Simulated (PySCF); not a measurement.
Compound: C4HF3N2.
InChI=1S/C4HF3N2/c5-4(6,7)3(1-8)2-9/h3H

Level of theory: B3LYP/def2-SVPD in PySCF (dipole) on a GFN2-xTB geometry, gas phase.

Take the most abundant isotopes and a rigid rotor. 

Task: Give the principal moments of inertia and the rotational constants in cm⁻¹.

Result: Ia = 251.72, Ib = 300.28, Ic = 455.26 u·Å²; 505379 MHz·u·Å²/I gives 2008, 1683 and 1110 MHz, that is A = 0.06697, B = 0.05614, C = 0.03703 cm⁻¹.

Task: Classify the top.

Result: An asymmetric top; Ray's κ = 0.277.

Task: What does the inertial defect say?

Result: Not planar: Δ = Ic − Ia − Ib = -96.74 u·Å². For a rigid frame Δ = −2 Σ m c², so Σ m c² = 48.37 u·Å² lies off the ab plane: 2.95 from hydrogen and 45.42 from heavier atoms. The atom farthest from that plane is 1.71 Å away.

Task: Give the other two planar moments, Paa and Pbb, and the rms extents of the mass along the axes.

Result: Paa = Σ m a² = (Ib + Ic − Ia)/2 = 251.91 and Pbb = Σ m b² = (Ia + Ic − Ib)/2 = 203.35 u·Å². With the mass M = 134.01 u, the rms extents √(P/M) along a, b and c are 1.37, 1.23, 0.60 Å.

Task: Give the coordinates in the principal-axis frame, origin at the centre of mass.

Result: The sense of each axis is arbitrary; atoms in the order of the calculation.
| atom | mass (u) | a (Å) | b (Å) | c (Å) |
| --- | --- | --- | --- | --- |
| N1 | 14.003 | -1.810 | -2.119 | 0.151 |
| C2 | 12.000 | -1.246 | -1.190 | -0.190 |
| C3 | 12.000 | -0.525 | 0.000 | -0.616 |
| C4 | 12.000 | -1.248 | 1.189 | -0.191 |
| N5 | 14.003 | -1.814 | 2.116 | 0.152 |
| C6 | 12.000 | 0.892 | 0.001 | -0.012 |
| F7 | 18.998 | 1.583 | -1.072 | -0.408 |
| F8 | 18.998 | 1.580 | 1.076 | -0.406 |
| F9 | 18.998 | 0.875 | -0.001 | 1.319 |
| H10 | 1.008 | -0.426 | -0.001 | -1.711 |

Task: List the rotational levels J(Ka,Kc) to J = 4 (K).

Result: Above 0(0,0), as E/k:
J = 1: 1(0,1) 0.134, 1(1,1) 0.150, 1(1,0) 0.177
J = 2: 2(0,2) 0.385, 2(1,2) 0.390, 2(1,1) 0.473, 2(2,1) 0.519, 2(2,0) 0.536
J = 3: 3(0,3) 0.741, 3(1,3) 0.742, 3(1,2) 0.899, 3(2,2) 0.922, 3(2,1) 0.985, 3(3,1) 1.077, 3(3,0) 1.085
J = 4: 4(0,4) 1.203, 4(1,4) 1.203, 4(1,3) 1.436, 4(2,3) 1.443, 4(2,2) 1.578, 4(3,2) 1.634, 4(3,1) 1.675, 4(4,1) 1.824, 4(4,0) 1.827
Those of J = 1 are B + C, A + C and A + B.

Task: Which types of transition are allowed, and where do some lines up to J = 4 fall?

Result: The dipole components are |μa| = 1.55 D, |μb| = 0.00 D, |μc| = 2.49 D; the mirror of this Cs structure is the ac plane, so μb vanishes by symmetry and there are no b-type lines. The squared components, which scale the intensities, stand as 0.39 : 1.00 (a : c). Some lines, for components of 0.1 D or more:

```json
{"type": "a", "branch": "Q", "J(Ka,Kc)": "2(2,0) ← 2(2,1)", "MHz": "352", "lower level (cm⁻¹)": "0.361"}
{"type": "a", "branch": "Q", "J(Ka,Kc)": "1(1,0) ← 1(1,1)", "MHz": "573", "lower level (cm⁻¹)": "0.104"}
{"type": "c", "branch": "Q", "J(Ka,Kc)": "3(3,1) ← 3(2,1)", "MHz": "1926", "lower level (cm⁻¹)": "0.684"}
{"type": "a", "branch": "R", "J(Ka,Kc)": "1(0,1) ← 0(0,0)", "MHz": "2793", "lower level (cm⁻¹)": "0.000"}
{"type": "a", "branch": "Q", "J(Ka,Kc)": "4(1,3) ← 4(1,4)", "MHz": "4870", "lower level (cm⁻¹)": "0.836"}
{"type": "a", "branch": "R", "J(Ka,Kc)": "2(1,2) ← 1(1,1)", "MHz": "5013", "lower level (cm⁻¹)": "0.104"}
{"type": "a", "branch": "R", "J(Ka,Kc)": "2(0,2) ← 1(0,1)", "MHz": "5234", "lower level (cm⁻¹)": "0.093"}
{"type": "a", "branch": "R", "J(Ka,Kc)": "3(1,3) ← 2(1,2)", "MHz": "7339", "lower level (cm⁻¹)": "0.271"}
{"type": "a", "branch": "R", "J(Ka,Kc)": "3(0,3) ← 2(0,2)", "MHz": "7420", "lower level (cm⁻¹)": "0.268"}
{"type": "a", "branch": "R", "J(Ka,Kc)": "3(2,1) ← 2(2,0)", "MHz": "9338", "lower level (cm⁻¹)": "0.373"}
{"type": "a", "branch": "R", "J(Ka,Kc)": "4(0,4) ← 3(0,3)", "MHz": "9609", "lower level (cm⁻¹)": "0.515"}
{"type": "c", "branch": "R", "J(Ka,Kc)": "3(2,2) ← 2(1,2)", "MHz": "11072", "lower level (cm⁻¹)": "0.271"}
{"type": "c", "branch": "R", "J(Ka,Kc)": "3(3,0) ← 2(2,0)", "MHz": "11433", "lower level (cm⁻¹)": "0.373"}
{"type": "a", "branch": "R", "J(Ka,Kc)": "4(3,2) ← 3(3,1)", "MHz": "11609", "lower level (cm⁻¹)": "0.749"}
{"type": "c", "branch": "R", "J(Ka,Kc)": "3(3,1) ← 2(2,1)", "MHz": "11616", "lower level (cm⁻¹)": "0.361"}
```

Task: Estimate the classical rotational partition function at 50 K, 200 K and 298.15 K.

Result: Point group Cs, symmetry number σ = 1; q = (√π/σ)·√((kT/h)³/(ABC)), k/h = 20836.6 MHz/K: 30800 at 50 K, 246000 at 200 K, 448000 at 298.15 K.

Stationary, but not proved a minimum. Zero-point vibration and centrifugal distortion are left out. Quadrupole hyperfine structure (14N) is left out.

Shape of the structure used: `[N:1]#[C:2][CH:3]([C:4]#[N:5])[C:6]([F:7])([F:8])[F:9]`: C2–C3–C6–F7 60°.
